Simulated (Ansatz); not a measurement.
def2 core potentials replace the inner electrons of Sn.

## C4H12O3Sn, SMILES `CCC[CH2][Sn]([OH])([OH])[OH]` (charge 0, multiplicity 1)

Computed with PBE-D3(BJ)/def2-TZVP // PBE0-D3(BJ)/def2-SVP (Ansatz, a program for electronic structure).

The HOMO comes out as -6.57 eV and the dipole moment is 0.216 e·Å. The LUMO is -1.79 eV and the HOMO–LUMO gap comes out as 4.78 eV. The vertical ionisation energy (Delta-SCF) is 9.10 eV and the adiabatic ionisation energy (no zero-point term) comes out as 8.76 eV. The hole reorganisation energy (four-point) is 111.3 kJ/mol and the total energy is -599.4007 Ha. The cost is very roughly 2.1 core-minutes.

```xyz
20

C     -3.2726    -0.2195     0.4708
C     -2.0446    -0.8572    -0.1584
C     -0.7588    -0.0887     0.1261
C      0.4683    -0.7342    -0.5073
Sn     2.2359     0.4033    -0.1660
O      1.8643     2.3516    -0.2345
O      3.6795     0.0803    -1.4862
O      3.0382     0.0816     1.6195
H     -4.1852    -0.7925     0.2480
H     -3.4237     0.8066     0.0989
H     -3.1753    -0.1610     1.5667
H     -1.9329    -1.8943     0.2043
H     -2.1817    -0.9351    -1.2515
H     -0.8642     0.9494    -0.2341
H     -0.6188    -0.0117     1.2190
H      0.6557    -1.7432    -0.1070
H      0.3645    -0.8281    -1.6001
H      2.4664     2.7853    -0.8514
H      4.5088    -0.1136    -1.0321
H      3.1765     0.9211     2.0753
```
Charge 0, spin multiplicity 1.
